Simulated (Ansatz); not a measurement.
`F[SiH]1BO1`, relaxed with RKS PBE0-D4/def2-TZVP in Ansatz 0.2.0 from a PBE-D4/def2-SVP geometry. The force threshold is 0.005 eV/Å; the program also tests the step.

Charge 0, multiplicity 1.

Start:

```xyz
6

F    -1.954    0.593   -0.508
Si   -0.686    0.042    0.367
B     0.927   -0.588   -0.449
O     0.859    0.743   -0.224
H    -0.919    0.494    1.772
H     1.774   -1.284   -0.960
```

```
        step  energy (eV)  largest force (eV/Å)  largest move (Å)
           1  -13345.8429                 1.243             0.000
           2  -13345.8944                 0.882             0.023
           3  -13345.9271                 0.260             0.035
4 (rejected)  -13345.9202                 0.427             0.044
           5  -13345.9304                 0.155             0.014
           6  -13345.9314                 0.057             0.006
           7  -13345.9317                 0.015             0.004
           8  -13345.9317                 0.005             0.001
           9  -13345.9317                 0.002             0.001
```

End:

```xyz
6

F    -1.913    0.580   -0.489
Si   -0.658    0.082    0.353
B     0.905   -0.605   -0.442
O     0.824    0.729   -0.229
H    -0.918    0.473    1.752
H     1.760   -1.260   -0.944
```

Run time 26 s (2 threads of an Arm Neoverse V1 on a shared host); peak host memory 0.24 GiB.
